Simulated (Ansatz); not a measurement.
Reaction (redistribution): `C[Se][Hf]([Cl])([Cl])[Cl]` + `CBF` → `C[Se]BF` + `[CH3][Hf]([Cl])([Cl])[Cl]`

Computed with Ansatz on PBE0-D4/def2-TZVP structures; ΔE is electronic, products minus reactants. CCSD(T)/CBS is the MP2 limit (def2-TZVPP, def2-QZVPP) plus CCSD(T) − MP2 in def2-TZVPP, frozen cores. This one scheme is used for every species. DFT in def2-TZVPP. B3LYP here is the variant with VWN-RPA as its local correlation; programs differ in this. Elements past krypton have def2 core potentials. For Hf, Se outer-core shells are correlated without core-valence functions, which leaves a few kJ/mol of doubt a bond. Scalar relativity is left out up to krypton. Each species was taken in one conformer, which may not be the lowest.

`C[Se][Hf]([Cl])([Cl])[Cl]`:

Z-matrix (Å, degrees):
```
C
Hf 1 3.131
Se 1 1.975 2 53.5
H 1 1.094 2 59.9 3 -179.7
H 1 1.087 2 124.4 3 -87.3
H 1 1.087 2 124.1 3 87.5
Cl 2 2.318 1 146.1 3 -0.1
Cl 2 2.332 1 86.9 3 125.3
Cl 2 2.332 1 86.9 3 -125.3
```

`CBF`:

Z-matrix (Å, degrees):
```
C
B 1 1.553
H 1 1.096 2 109.6
H 1 1.091 2 114.0 3 122.5
H 1 1.096 2 109.7 3 -114.9
F 2 1.327 1 120.6 3 -122.2
H 2 1.202 1 123.5 3 57.8
```

`C[Se]BF`:

Z-matrix (Å, degrees):
```
C
Se 1 1.951
H 1 1.088 2 109.1
H 1 1.088 2 108.7 3 120.1
H 1 1.088 2 108.8 3 -120.1
B 2 1.922 1 98.6 3 0.7
F 6 1.322 2 119.1 1 179.9
H 6 1.198 2 121.2 1 -0.1
```

`[CH3][Hf]([Cl])([Cl])[Cl]`:

Cartesian coordinates in Å:
```
C 0.826 0.354 0.757
Hf -0.705 -0.302 -0.646
Cl -2.632 0.867 -0.055
Cl 0.103 0.267 -2.756
Cl -0.894 -2.602 -0.326
H 0.534 0.127 1.789
H 0.988 1.436 0.681
H 1.780 -0.146 0.557
```

```csv
level,ΔE (kJ/mol)
PBE,62.2
B3LYP,64.1
```

**Question.** What does CCSD(T)/CBS give? (Estimate.)

**Answer.** The calculation gave: +72.0 kJ/mol. The listed levels differ from it by -9.8, -7.9 kJ/mol.

Largest T1 diagnostic among the species: 0.013.

The D4 term adds +6.3 kJ/mol with B3LYP and +3.6 kJ/mol with PBE0; it sums over pairs of atoms, weighted by their polarisabilities, and B3LYP, whose exchange is more repulsive, gets the larger term. From PBE to PBE0 (25 % exact exchange), in def2-TZVPP and without D4, ΔE moves by +4.0 kJ/mol. Leaving LDA and LC-ωPBE aside and taking each functional with its dispersion term where it has one, the values, not all of them listed here, spread over 11.2 kJ/mol, from revPBE-D4 to BHLYP-D4. LDA lies +5.9 kJ/mol from PBE without D4.
